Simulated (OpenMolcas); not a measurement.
## Pt4+: moving or changing the point charges

Pt4+ among 4 point charges of -2.5 e arranged as a tetrahedron (Td), 2.08 Å from the ion.
```
   1.2009    1.2009    1.2009  -2.50
   1.2009   -1.2009   -1.2009  -2.50
  -1.2009    1.2009   -1.2009  -2.50
  -1.2009   -1.2009    1.2009  -2.50
```

```json
{
 "Program": "OpenMolcas 26.06",
 "Method": "CASSCF",
 "Basis": "ANO-RCC-VDZP [7s6p4d2f]",
 "Scalar Hamiltonian": "DKH2, point nucleus",
 "Active space": "6 electrons in 5 orbitals (5d)",
 "State averaging": "2S+1 = 5 even, 5 roots; 2S+1 = 3 even, 45 roots; 2S+1 = 1 even, 50 roots",
 "Spin-orbit coupling": "RASSI with atomic mean-field integrals over the reference wave functions"
}
```

Runs around this geometry, states (labels of Td). Energies in cm-1 above the lowest state or level, χT in cm3 K/mol; 10Dq and B are least-squares fits to the states below 45000 cm-1, weighted by degeneracy, with a free offset, and given where the rms deviation is under 5 % of |10Dq| (or 100 cm-1) and under 700 cm-1; 10Dq is negative for this site.

```tsv
R (Å)	q (e)	Ground state	First state of that spin	10Dq	B (rms of fit)	First gap with spin-orbit (degeneracies)	χT at 300 K	First state of another spin
2.08	-1.62	5E	5T2 2501			135.2 (1, 3)	4.948	3T1 18406
1.9	-2.5	5E	5T2 4812	-4614	912 (101)	287.0 (1, 3)	4.339	3T1 16616
2.08	-2.5	5E	5T2 3443	-3271	919 (56)	198.3 (1, 3)	4.711	3T1 17751
2.26	-2.5	5E	5T2 2470			135.5 (1, 3)	4.945	3T1 18407
```

Taking the first state of the same spin as R^-n, n = -ln(2470 / 4812) / ln(2.26 / 1.9) = 3.8 between the shortest and longest distance.

Scaling the charges by -1.62 / -2.5 = 0.65 scales the first state of the same spin by 2501 / 3443 = 0.73; with fixed orbitals a first-order splitting would follow the charge.

An orbital doublet at a regular site is open to a Jahn-Teller distortion, which this geometry leaves out. Without dynamic correlation the repulsion within the d shell is too large (B by tens of per cent), so at a given field states of lower spin stand too high. Point charges give a weaker field than real ligands, and real ions of this kind are as a rule low spin; the high spin found here belongs to the model. The ground term spreads over less than 5000 cm-1, several times less than with real ligands, so orbital moments are less quenched and χT lies further from the spin-only value than at real sites. Spin-orbit coupling mixes the spin-free states strongly: the lowest level takes only 57 % from its leading state, 5E (figures for R = 2.08, q = -1.62; the like holds for R = 1.9, q = -2.5, R = 2.08, q = -2.5, R = 2.26, q = -2.5). This is an electrostatic model: the charges have no orbitals. No measured value stands beside these numbers.
